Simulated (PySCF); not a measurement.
# Bond lengths and vibrations by method: CH4OSi

Calculated results; nothing here was measured. They come from PySCF 2.14.0, an open-source quantum chemistry program, on an isolated molecule that a program drew, which may never have been made. The molecule is CH4OSi (charge 0, singlet), drawn as the SMILES string `OC=[SiH2]`.

The geometry was optimised and harmonic frequencies were computed with HF and MP2, all in the cc-pV(D+d)Z basis, for the commonest isotopes, with a restricted reference for singlets and an unrestricted one otherwise, and a frozen core in MP2. Each result is a local minimum of its method.

Geometry at the HF minimum:
```xyz
7
CH4OSi, angstrom
O     0.8425   -0.1219   -1.2720
C     0.0104    0.7174   -1.9432
Si   -1.4125    1.4388   -1.3197
H     1.6781   -0.1668   -1.7103
H     0.2954    0.9441   -2.9686
H    -1.9366    1.1931    0.0290
H    -2.2253    2.2478   -2.2349
```

Lengths of the bonds as drawn, in Å (atoms numbered as above):
| bond | HF | MP2 |
|---|---|---|
| O1-C2 | 1.359 | 1.373 |
| C2-Si3 | 1.713 | 1.748 |
| O1-H4 | 0.945 | 0.967 |
| C2-H5 | 1.088 | 1.103 |
| Si3-H6 | 1.468 | 1.473 |
| Si3-H7 | 1.467 | 1.472 |

Rotational constants, in GHz:
| constant | HF | MP2 |
|---|---|---|
| A | 50.46 | 48.43 |
| B | 5.433 | 5.298 |
| C | 4.912 | 4.79 |

Harmonic frequencies in cm^-1, each column in rising order, so a row needn't be the same motion in every method:
| rank | HF | MP2 |
|---|---|---|
| 1 | 131 | 213 |
| 2 | 307 | 263 |
| 3 | 380 | 309 |
| 4 | 527 | 483 |
| 5 | 672 | ? |
| 6 | 881 | 777 |
| 7 | 907 | 833 |
| 8 | 994 | 940 |
| 9 | 1262 | 1202 |
| 10 | 1330 | 1232 |
| 11 | 1584 | 1478 |
| 12 | 2383 | 2327 |
| 13 | 2398 | 2356 |
| 14 | 3286 | 3146 |
| 15 | 4160 | 3848 |

**Estimate the missing MP2 frequency from the HF column.**

A single factor s that minimises the squared misfit of MP2 against s times HF over the other rows is sum(HF x MP2) / sum(HF^2) = 0.9458, with an rms misfit of 52 cm^-1. For rank 5 it gives 0.9458 x 672 = 636 cm^-1. The calculation gives 627 cm^-1, 9 cm^-1 below the estimate. The drawn bonds are on average 1.2 % longer in MP2 than in HF.
